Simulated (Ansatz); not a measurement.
System: C5H9O (charge 0, doublet). It need not be the lowest isomer of its formula. 
Structure (B3LYP-D3(BJ)/def2-TZVP (Ansatz, a quantum-chemistry and plane-wave program) minimum search):
```xyz
15

C      2.4421     0.5218    -0.5962
C      1.4996    -0.0706     0.4667
C      0.1409     0.5134     0.4021
C     -1.0253    -0.2522     0.0479
O     -0.9462    -1.4543    -0.2138
C     -2.3562     0.4719     0.0014
H      2.5273     1.6053    -0.4928
H      2.0748     0.3049    -1.6000
H      3.4405     0.0930    -0.4987
H      1.4265    -1.1511     0.3450
H      1.9272     0.1264     1.4575
H      0.0211     1.5748     0.5977
H     -2.3322     1.2693    -0.7455
H     -2.5768     0.9377     0.9648
H     -3.1458    -0.2322    -0.2498
```
Charge 0, spin multiplicity 2.

Total electronic energies in hartree. Cores are frozen in the correlated levels unless marked. UHF or UKS for open shells. Spin-orbit coupling is left out. No relativistic terms. Basis-set limits of correlation are two-point, X^-3; Hartree-Fock from the larger set. [CCSD(T)-MP2]/basis is that difference in the basis named.

The UHF reference is spin-contaminated (<S^2> 0.13 over the pure value in the largest basis). 

| level | program | energy (Eh) |
|---|---|---|
| HF/cc-pVQZ | Ansatz | -269.53243 |
| PBE-D3(BJ)/def2-TZVPD | Ansatz + dftd3 | -270.89378 |
| revPBE-D4/def2-TZVPD | Ansatz + dftd4 | -271.18769 |
| B3LYP-D4/def2-TZVPD | Ansatz + dftd4 | -271.26015 |
| PBE0/6-31G* | Ansatz | -270.80840 |
| PBE0/def2-TZVPD | Ansatz | -270.91123 |
| r2SCAN0-D4/def2-TZVPD | Ansatz + dftd4 | -271.05037 |
| r2SCAN0/def2-TZVPD | Ansatz | -271.04729 |
| HSE06-D3(BJ)/def2-TZVPD | Ansatz + dftd3 | -270.90256 |
| LC-wPBE/def2-TZVPD | Ansatz | -271.06206 |
| PBE-QIDH/def2-TZVPD | Ansatz | -270.86065 |
| RPA@PBE/cc-pVTZ | Ansatz | -271.18759 |
| MP2/cc-pVTZ | Ansatz | -270.55381 |
| RI-MP2/CBS(cc-pVTZ,cc-pVQZ) | Ansatz | -270.6923 |
| SCS-MP2/6-31G* | Ansatz | -270.18881 |
| SCS-MP2/cc-pwCVTZ | Ansatz | -270.56720 |
| CCSD/STO-3G | Ansatz | -266.45237 |
| CCSD/6-31G | Ansatz | -269.90916 |
| CCSD/6-31G* | Ansatz | -270.27179 |
| CCSD/cc-pwCVTZ | Ansatz | -270.62905 |
| CCSD(T)/cc-pVTZ | Ansatz | -270.66003 |
| CCSD(T) with core electrons/cc-pwCVTZ | Ansatz | -270.97118 |
| RI-MP2/CBS(cc-pVTZ,cc-pVQZ)+[CCSD(T)-MP2]/cc-pVTZ | Ansatz | -270.7985 |

Totals of different functionals don't rank their quality; only differences between species are comparable.
